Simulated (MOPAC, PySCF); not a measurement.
C$_{9}$H$_{10}$O, SMILES `C=Cc1ccccc1OC` (C–C–C–C torsion 10°, C–C–O–C torsion -179°), neutral singlet in the gas phase. 

Z-matrix (Å, degrees):
```
C
O 1 1.3586
C 1 1.4018 2 123.23
H 3 1.0893 1 120.56 2 -0.13
C 3 1.3973 4 119.36 1 -179.87
H 5 1.0927 3 119.34 4 -0.16
C 5 1.3957 6 120.37 3 179.78
H 7 1.0920 5 120.46 6 -0.22
C 7 1.3946 8 120.13 5 179.62
H 9 1.0918 7 119.27 8 -0.55
C 9 1.4035 10 118.74 7 179.35
C 2 1.4077 1 119.51 3 0.92
H 12 1.0981 2 106.55 1 179.54
H 12 1.1048 13 108.93 2 -120.75
H 12 1.1048 13 108.96 14 -118.43
C 11 1.4711 9 122.88 10 0.81
C 16 1.3415 11 126.74 9 9.76
H 16 1.0923 17 118.60 11 -179.46
H 17 1.0926 16 120.73 18 1.09
H 17 1.0935 19 116.51 16 179.64
```
Charge 0, spin multiplicity 1.

All levels are single points at this geometry (B3LYP-D3(BJ)/def2-SVP); Pople sets use spherical d functions. Orbital energies aren't observables, and empty levels follow the basis.

PM7 in MOPAC gives gap (eV) = 8.53.

Problem. Estimate the gap (eV) from each of these levels: B3LYP-D3(BJ)/def2-TZVP in PySCF; PBE-D3(BJ)/def2-TZVP in PySCF; B3LYP/3-21G in PySCF; B3LYP/6-31G* in PySCF; BP86/6-31G* in PySCF; HF/3-21G in PySCF; HF/STO-3G in PySCF; AM1 in MOPAC.

Solution. 
| level | gap (eV) |
|---|---|
| B3LYP-D3(BJ)/def2-TZVP in PySCF | 4.72 |
| PBE-D3(BJ)/def2-TZVP in PySCF | 3.31 |
| B3LYP/3-21G in PySCF | 4.96 |
| B3LYP/6-31G* in PySCF | 4.88 |
| BP86/6-31G* in PySCF | 3.42 |
| HF/3-21G in PySCF | 10.88 |
| HF/STO-3G in PySCF | 12.22 |
| AM1 in MOPAC | 8.70 |
